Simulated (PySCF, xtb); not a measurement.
Homolysis of single bonds, series Al Br-H. Isolated molecules, 0 K electronic values unless said otherwise. Strings in code marks are SMILES.

Quantity: homolytic bond dissociation enthalpy at 298 K (no spin–orbit term), in kcal/mol. Enthalpy corrections at 298 K come from GFN2-xTB frequencies (xtb).

Case: Br–Al bond of `[Br][Al]([Br])[Br]`, giving `[Br]` and `[Br][Al][Br]`. Geometry of `[Br][Al]([Br])[Br]` (neutral, multiplicity 1, Å):

```xyz
4

Br     2.2292    -0.1038     0.0207
Al     0.0000     0.0000     0.0000
Br    -1.2046    -1.8787    -0.0107
Br    -1.0247     1.9825    -0.0100
```

### Question
What is the computed homolytic bond dissociation enthalpy at 298 K (no spin–orbit term) (B3LYP/3-21G // r2SCAN-D4/def2-TZVP (PySCF))?

### Answer
85.3 kcal/mol.
